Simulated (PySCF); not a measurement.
SMILES O([Si](O)(O)O)[SiH](Cl)Cl at its CAM-B3LYP/def2-SVP optimised geometry (Å):

```
12

Si    -0.8056     0.3435    -0.9004
Cl    -0.5563     2.2181    -0.1137
Cl    -2.7924    -0.1626    -0.7693
O      0.0652    -0.7012     0.0000
Si     0.7143    -2.2181     0.0000
O      2.3497    -2.2181     0.0000
O      0.1903    -2.8769    -1.4066
O      0.2332    -2.9919     1.3644
H     -0.4003     0.3529    -2.3137
H      2.7924    -2.1724     0.8538
H      0.6321    -3.6693    -1.7283
H     -0.6677    -2.8461     1.6714
```

Computed with CAM-B3LYP/def2-TZVP (PySCF).

Map of the log10 of the electron density (e/bohr³), floored at −4 on the plane z = 0.6 Å:

```
|                             |
|                             |
|          ......             |
|         .:----:.            |
|        :-==++=--.           |
|       .-=+****+=:.          |
|       :-+*#%%#*+-:          |
|      .:=+#%@%%#+=:.         |
|      .-=*#%@@%#+=:.         |
|     .:-=+#%%%%*+=:.         |
|   .::--=+*####*+-:          |
|  .:--====+****+=-.          |
|  :-==++==+++++==-:          |
| .:-=+++++=++**++=:.         |
| .:=++**++=+*###*+-:.        |
| .:=++**++=+#%@%#*=-::..     |
| .:-=++++==+#%@@#*+===-:.    |
|  .-==+====+#%@%#*+++++=-.   |
|  .:-------=*####***###+=:   |
|   ..:::::-=+*#####%%@%#+-.  |
|     ....:-=+*#%%##%@@@#+-.  |
|         .-=*#%%%##%@@%#+-.  |
|         .-=*#%@%####%#*=:.  |
|         .-=*#%%%*****+=-:   |
|         .:=+*###*+====-:    |
|          .-=+**+==---:.     |
|           :-====-::...      |
|            .:--::.          |
|             ....            |
```
Scale: ten equal steps from -4.00 (start of ' ') to -0.433 (end of '@'), in the order ' .:-=+*#%@'; x runs from -5.00 to 5.00, y from -5.00 (bottom) to 5.00 (top).
